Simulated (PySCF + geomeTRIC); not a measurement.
Method: BP86-D3(BJ)/def2-SVP (PySCF + geomeTRIC). fastk is a local helper that only speeds up exchange builds. No frequencies were computed at this level.

```python
import json, numpy as np
from pyscf import gto, dft
from fastk import lowrank_exchange
atoms = """
Ti     0.082679    -0.045262    -0.037703
F      0.633143     0.607767    -1.516342
F     -0.985114    -1.326007    -0.402090
F     -0.814418     1.168085     0.760457
O      1.359713    -0.573092     0.905566
H      2.091318    -0.877639     1.445270
"""
def scf(charge, spin, dm0=None):
    mol = gto.M(atom=atoms, basis='def2-svp', ecp={}, charge=charge, spin=spin, verbose=3, max_memory=5040)
    mf = dft.KS(mol, xc='bp86').density_fit(auxbasis="def2-universal-jkfit")
    mf.disp = 'd3bj'
    mf.grids.level = 3
    mf.conv_tol = 1e-8
    mf.max_cycle = 120
    mf.level_shift = 0.25
    mf.kernel(dm0)
    if not mf.converged:
        mf = mf.newton().run(mf.mo_coeff, mf.mo_occ).undo_soscf()
    return mf
mf = scf(0, 0)
from pyscf.geomopt.geometric_solver import kernel as optimize
path = []
done, mol = optimize(mf, maxsteps=120, assert_convergence=False, callback=lambda env: path.append((env["energy"], bool(env["g_scanner"].converged))))
res = dict(converged=bool(done and path[-1][1]), energy=path[-1][0], path=[e for e, c in path], xyz=mol.atom_coords(unit="Angstrom").tolist(), nao=mol.nao)
json.dump(res, open("result.json", "w"))
```

Output:

```
converged SCF energy = -1224.82230915412
Geometry optimization cycle 1
converged SCF energy = -1224.82230913969
cycle 1: E = -1224.82230914  dE = -1224.82  norm(grad) = 0.0909319
Geometry optimization cycle 2
converged SCF energy = -1224.83178579678
cycle 2: E = -1224.8317858  dE = -0.00947666  norm(grad) = 0.0118985
Geometry optimization cycle 3
converged SCF energy = -1224.83199978237
cycle 3: E = -1224.83199978  dE = -0.000213986  norm(grad) = 0.00223256
Geometry optimization cycle 4
converged SCF energy = -1224.83201451189
cycle 4: E = -1224.83201451  dE = -1.47295e-05  norm(grad) = 0.000641387
Geometry optimization cycle 5
converged SCF energy = -1224.8320194087
cycle 5: E = -1224.83201941  dE = -4.89681e-06  norm(grad) = 0.00107631
Geometry optimization cycle 6
converged SCF energy = -1224.83202793209
cycle 6: E = -1224.83202793  dE = -8.52339e-06  norm(grad) = 0.00129318
Geometry optimization cycle 7
converged SCF energy = -1224.83204142273
cycle 7: E = -1224.83204142  dE = -1.34906e-05  norm(grad) = 0.00113059
Geometry optimization cycle 8
converged SCF energy = -1224.83206181347
cycle 8: E = -1224.83206181  dE = -2.03907e-05  norm(grad) = 0.000921345
Geometry optimization cycle 9
converged SCF energy = -1224.83206776545
cycle 9: E = -1224.83206777  dE = -5.95198e-06  norm(grad) = 0.000867437
Geometry optimization cycle 10
converged SCF energy = -1224.8320592104
cycle 10: E = -1224.83205921  dE = 8.55505e-06  norm(grad) = 0.00107585
Geometry optimization cycle 11
converged SCF energy = -1224.83205054493
cycle 11: E = -1224.83205054  dE = 8.66546e-06  norm(grad) = 0.00122439
Geometry optimization cycle 12
converged SCF energy = -1224.83205576377
cycle 12: E = -1224.83205576  dE = -5.21884e-06  norm(grad) = 0.00101346
Geometry optimization cycle 13
converged SCF energy = -1224.83206185681
cycle 13: E = -1224.83206186  dE = -6.09304e-06  norm(grad) = 0.000758232
Geometry optimization cycle 14
converged SCF energy = -1224.83206714051
cycle 14: E = -1224.83206714  dE = -5.2837e-06  norm(grad) = 0.000492053
Geometry optimization cycle 15
converged SCF energy = -1224.83206936806
cycle 15: E = -1224.83206937  dE = -2.22756e-06  norm(grad) = 0.000533396
Geometry optimization cycle 16
converged SCF energy = -1224.83207036496
cycle 16: E = -1224.83207036  dE = -9.96902e-07  norm(grad) = 0.000499909
Geometry optimization cycle 17
converged SCF energy = -1224.8320710168
cycle 17: E = -1224.83207102  dE = -6.51834e-07  norm(grad) = 0.000451
<class 'geometric.internal.Distance'> : 5
<class 'geometric.internal.Angle'> : 6
<class 'geometric.internal.LinearAngle'> : 2
<class 'geometric.internal.TranslationX'> : 1
<class 'geometric.internal.TranslationY'> : 1
<class 'geometric.internal.TranslationZ'> : 1
<class 'geometric.internal.RotationA'> : 1
<class 'geometric.internal.RotationB'> : 1
<class 'geometric.internal.RotationC'> : 1
Step    0 : Gradient = 3.712e-02/5.430e-02 (rms/max) Energy = -1224.8223091397
Step    1 : Displace = 6.151e-02/6.995e-02 (rms/max) Trust = 1.000e-01 (=) Grad = 4.858e-03/7.276e-03 (rms/max) E (change) = -1224.8317857968 (-9.477e-03) Quality = 0.808
Step    2 : Displace = 8.299e-03/1.019e-02 (rms/max) Trust = 1.414e-01 (+) Grad = 9.114e-04/1.636e-03 (rms/max) E (change) = -1224.8319997824 (-2.140e-04) Quality = 1.143
Step    3 : Displace = 3.831e-03/4.850e-03 (rms/max) Trust = 2.000e-01 (+) Grad = 2.618e-04/4.029e-04 (rms/max) E (change) = -1224.8320145119 (-1.473e-05) Quality = 0.805
Step    4 : Displace = 2.599e-03/3.816e-03 (rms/max) Trust = 2.828e-01 (+) Grad = 4.394e-04/7.857e-04 (rms/max) E (change) = -1224.8320194087 (-4.897e-06) Quality = 0.626
Step    5 : Displace = 3.775e-03/5.768e-03 (rms/max) Trust = 2.828e-01 (=) Grad = 5.279e-04/1.082e-03 (rms/max) E (change) = -1224.8320279321 (-8.523e-06) Quality = 0.641
Step    6 : Displace = 2.332e-03/3.534e-03 (rms/max) Trust = 2.828e-01 (=) Grad = 4.616e-04/8.827e-04 (rms/max) E (change) = -1224.8320414227 (-1.349e-05) Quality = 1.344
Step    7 : Displace = 4.086e-03/5.783e-03 (rms/max) Trust = 3.000e-01 (+) Grad = 3.761e-04/4.788e-04 (rms/max) E (change) = -1224.8320618135 (-2.039e-05) Quality = 1.281
Step    8 : Displace = 3.316e-03/4.203e-03 (rms/max) Trust = 3.000e-01 (=) Grad = 3.541e-04/5.003e-04 (rms/max) E (change) = -1224.8320677655 (-5.952e-06) Quality = 0.660
Step    9 : Displace = 5.120e-03/7.244e-03 (rms/max) Trust = 3.000e-01 (=) Grad = 4.392e-04/7.350e-04 (rms/max) E (change) = -1224.8320592104 (+8.555e-06) Quality = -0.554
Step   10 : Displace = 2.330e-03/3.212e-03 (rms/max) Trust = 2.560e-03 (-) Grad = 4.999e-04/6.319e-04 (rms/max) E (change) = -1224.8320505449 (+8.665e-06) Quality = -0.517
Step   11 : Displace = 1.204e-03/1.794e-03 (rms/max) Trust = 1.165e-03 (-) Grad = 4.137e-04/5.137e-04 (rms/max) E (change) = -1224.8320557638 (-5.219e-06) Quality = 0.924
Step   12 : Displace = 1.734e-03/2.667e-03 (rms/max) Trust = 1.647e-03 (+) Grad = 3.095e-04/4.042e-04 (rms/max) E (change) = -1224.8320618568 (-6.093e-06) Quality = 0.799
Step   13 : Displace = 2.407e-03/3.730e-03 (rms/max) Trust = 2.330e-03 (+) Grad = 2.009e-04/2.397e-04 (rms/max) E (change) = -1224.8320671405 (-5.284e-06) Quality = 0.499
Step   14 : Displace = 2.371e-03/3.330e-03 (rms/max) Trust = 2.330e-03 (=) Grad = 2.178e-04/4.172e-04 (rms/max) E (change) = -1224.8320693681 (-2.228e-06) Quality = 0.097
Step   15 : Displace = 1.170e-03/1.874e-03 (rms/max) Trust = 1.165e-03 (-) Grad = 2.041e-04/4.016e-04 (rms/max) E (change) = -1224.8320703650 (-9.969e-07) Quality = 0.081
Step   16 : Displace = 5.868e-04/9.159e-04 (rms/max) Trust = 5.824e-04 (-) Grad = 1.841e-04/3.399e-04 (rms/max) E (change) = -1224.8320710168 (-6.518e-07) Quality = 0.160
Converged! =D
```

Cost: roughly 3 core-minutes.
